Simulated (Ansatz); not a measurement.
Geometry optimisation, RKS PBE0/def2-SVPD in Ansatz.

The input (input.yaml):

```yaml
crystal:
  periodic: [false, false, false]
  atoms:
    - { symbol: "N", position_ang: [-0.35449, 1.0326, 0.32084] }
    - { symbol: C, position_ang: [0.5302, 0.11919, -0.39907] }
    - { symbol: O, position_ang: [0.2527, -1.19517, -0.25824] }
    - { symbol: Na, position_ang: [-0.81419, -2.44829, 0.51457] }
    - { symbol: H, position_ang: [-1.31045, 0.89467, 0.00171] }
    - { symbol: H, position_ang: [-0.31844, 0.81868, 1.31421] }
    - { symbol: H, position_ang: [1.54954, 0.35158, -0.03355] }
    - { symbol: H, position_ang: [0.46513, 0.42673, -1.46047] }
basis:
  gaussian: { orbitals: def2-SVPD }
hamiltonian:
  xc: pbe0
relax:
  f_tol: 0.015
  max_steps: 40
```

Launched with:

```bash
$ ansatz run input.yaml --threads 2 --pin off --max-ram 3072MiB --backend cpu --events-out ev --progress --plain --runs-dir out
```

Problem. Where does it end, and by what steps?

Solution. It converged. After 9 steps the energy has fallen by 0.236 eV; Na4 moved furthest, 0.65 Å.

```json
{"step": "0", "energy less start (eV)": "0.0000", "largest force component (eV/Å)": "1.869", "accepted": "yes"}
{"step": "1", "energy less start (eV)": "-0.1383", "largest force component (eV/Å)": "1.014", "accepted": "yes"}
{"step": "2", "energy less start (eV)": "-0.2079", "largest force component (eV/Å)": "0.235", "accepted": "yes"}
{"step": "3", "energy less start (eV)": "-0.2120", "largest force component (eV/Å)": "0.104", "accepted": "yes"}
{"step": "4", "energy less start (eV)": "-0.2214", "largest force component (eV/Å)": "0.104", "accepted": "yes"}
{"step": "5", "energy less start (eV)": "-0.2309", "largest force component (eV/Å)": "0.164", "accepted": "yes"}
{"step": "6", "energy less start (eV)": "-0.2188", "largest force component (eV/Å)": "0.391", "accepted": "no"}
{"step": "7", "energy less start (eV)": "-0.2351", "largest force component (eV/Å)": "0.080", "accepted": "yes"}
{"step": "8", "energy less start (eV)": "-0.2357", "largest force component (eV/Å)": "0.057", "accepted": "yes"}
{"step": "9", "energy less start (eV)": "-0.2359", "largest force component (eV/Å)": "0.010", "accepted": "yes"}
```

```xyz
8
Properties=species:S:1:pos:R:3
N -0.280 1.219 0.271
C 0.447 0.106 -0.335
O -0.019 -1.133 -0.039
Na -0.554 -2.996 0.279
H -1.257 1.158 -0.009
H -0.276 1.097 1.282
H 1.507 0.241 -0.018
H 0.432 0.308 -1.431
```

Time of the run: 21 s on 2 threads of Arm Neoverse V2 (shared host), peak memory 0.21 GiB.
